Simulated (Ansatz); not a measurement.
Cost and result for the atomization energy of CH₁₀B₂Si₂, SMILES `B[SiH](B)[SiH2]C` (15 atoms, 14 bonds).

Cartesian coordinates in Å:
```
B -1.0202 -2.0166 0.0056
Si -1.5015 -0.1022 -0.0983
B -1.1011 0.8480 -1.7855
Si 0.3691 0.6979 1.1438
C 1.9969 0.2807 0.3169
H -1.6007 -2.7873 0.7112
H -0.0663 -2.4099 -0.6005
H -2.7233 0.3236 0.6409
H -1.7351 1.7892 -2.1609
H -0.1473 0.5147 -2.4266
H 0.3084 0.1036 2.5091
H 0.2221 2.1725 1.3006
H 2.0563 0.7302 -0.6760
H 2.1113 -0.7992 0.2052
H 2.8315 0.6549 0.9146
```

Total charge 0; spin multiplicity 1. Geometry: relaxed with PBE0-D4/def2-TZVP. It is one conformer, not always the lowest. Program: Ansatz. All runs use 4 threads of an Arm Neoverse V2 on a shared host. Times are those of one run each, without the atoms' runs, and a repeat can differ threefold. Electronic energies, without spin–orbit coupling; frozen cores. CCSD(T)/CBS adds CCSD(T) − MP2 in def2-TZVPP to the MP2 limit, and its time is that of the two runs behind it. T1 = 0.015. B3LYP takes the VWN-RPA correlation (the form of Gaussian; ORCA's B3LYP/G).

CCSD(T)/CBS is a level of theory with its own doubt, some kJ/mol a heavy atom from the limit and from the frozen cores, so smaller differences don't rank the functionals.

```json
{"level": "PBE-D4/def2-TZVPP (with forces)", "functions": "317", "wall time": "4 s", "atomization (kcal/mol)": "1180.1", "difference from CCSD(T)/CBS": "9.0", "per bond": "0.6"}
{"level": "PBE0-D4/def2-TZVPP", "functions": "317", "wall time": "5 s", "atomization (kcal/mol)": "1175.8", "difference from CCSD(T)/CBS": "4.7", "per bond": "0.3"}
{"level": "r2SCAN-D4/def2-TZVPP (with forces)", "functions": "317", "wall time": "7.5 s", "atomization (kcal/mol)": "1183.0", "difference from CCSD(T)/CBS": "11.9", "per bond": "0.9"}
{"level": "B3LYP-D4/def2-TZVPP (with forces)", "functions": "317", "wall time": "8.5 s", "atomization (kcal/mol)": "1179.5", "difference from CCSD(T)/CBS": "8.4", "per bond": "0.6"}
{"level": "B2PLYP/def2-TZVPP", "functions": "317", "wall time": "9.5 s", "atomization (kcal/mol)": "1161.7", "difference from CCSD(T)/CBS": "-9.4", "per bond": "-0.7"}
{"level": "ωB97X-V/def2-TZVPP", "functions": "317", "wall time": "12 s", "atomization (kcal/mol)": "1182.0", "difference from CCSD(T)/CBS": "10.9", "per bond": "0.8"}
{"level": "ωB97M-V/def2-TZVPP (with forces)", "functions": "317", "wall time": "18 s", "atomization (kcal/mol)": "1177.3", "difference from CCSD(T)/CBS": "6.2", "per bond": "0.4"}
{"level": "MP2/def2-QZVPP", "functions": "611", "wall time": "42 s", "atomization (kcal/mol)": "1160.3", "difference from CCSD(T)/CBS": "-10.8", "per bond": "-0.8"}
{"level": "CCSD(T)/def2-TZVPP", "functions": "317", "wall time": "20 min", "atomization (kcal/mol)": "1146.4", "difference from CCSD(T)/CBS": "-24.7", "per bond": "-1.8"}
{"level": "CCSD(T)/CBS(def2)", "functions": "–", "wall time": "21 min", "atomization (kcal/mol)": "1171.1", "difference from CCSD(T)/CBS": "0.0", "per bond": "0.0"}
```

In def2-TZVPP, CCSD(T) changes the Hartree–Fock value by +232.1 kcal/mol (the triples alone add +11.2 kcal/mol) and MP2 by +231.5 kcal/mol; breaking electron pairs costs correlation energy, which Hartree–Fock lacks. From PBE to PBE0 (25 % exact exchange), in def2-TZVPP and without D4, the atomization energy moves by −3.2 kcal/mol: exact exchange takes away binding that semilocal exchange gives to molecules. The D4 term adds +13.2 kcal/mol with B3LYP and +7.1 kcal/mol with PBE0; it sums over pairs of atoms, weighted by their polarisabilities, and B3LYP, whose exchange is more repulsive, gets the larger term.
